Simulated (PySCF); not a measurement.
## Two-component Hartree-Fock for Mn(2+) (manganese, charge +2)

Start: [Ar] 3d5; 3d3/2 filled at m_j = -3/2, -1/2, +1/2, +3/2; 3d5/2 filled at m_j = +5/2. Calculated with PySCF 2.14 in x2c-SVPall-2c (5s5p3d1f, 42 functions): generalised Hartree-Fock with the X2C-1e Hamiltonian and a Gaussian nucleus; one run each with spin-orbit coupling (SO) switched off, then screened by Boettger's factors.

| spinor shell | electrons | ε, spin-free (eV) | ε, screened SO (eV) | weight of nominal j (screened SO) | rms radius, screened SO (bohr) |
| --- | --- | --- | --- | --- | --- |
| 1s1/2 | 2 | -6614.3 | -6614.3 | 1.000 | 0.0704 |
| 2s1/2 | 2 | -820.68 | -820.67 | 1.000 | 0.302 |
| 2p1/2 | 2 | -694.70 | -702.15 | 0.978 | 0.271 |
| 2p3/2 | 4 | -694.70 | -691.02 | 0.989 | 0.274 |
| 3s1/2 | 2 | -123.12 | -123.12 | 1.000 | 0.917 |
| 3p1/2 | 2 | -85.486 | -85.947 | 0.664 | 0.985 |
| 3p3/2 | 4 | -85.486 | -85.262 | 0.832 | 0.989 |
| 3d3/2 | 4 | -34.869 | -34.882 | 0.509 | 1.25 |
| 3d5/2 | 1 | -34.869 | -34.813 | 1.000 | 1.25 |

```tsv
quantity	spin-free	screened SO
E (hartree)	-1156.44568	-1156.45610
M_J	5/2	5/2
⟨J²⟩	8.750	8.750
⟨L²⟩	0.000	0.001
⟨S²⟩	8.750	8.749
```

Each row is a mean over spinors that exchange with the open shell spreads, by up to 14.025 eV (3p3/2).

Rows whose weight is well below 1 are mixtures of j = l ± 1/2: exchange outweighs spin-orbit coupling there, and the label is only the starting occupation.

Without spin-orbit coupling the j labels of p, d and f shells carry no meaning; the spin-free column gives the mean over the occupied spinors of each nl shell.
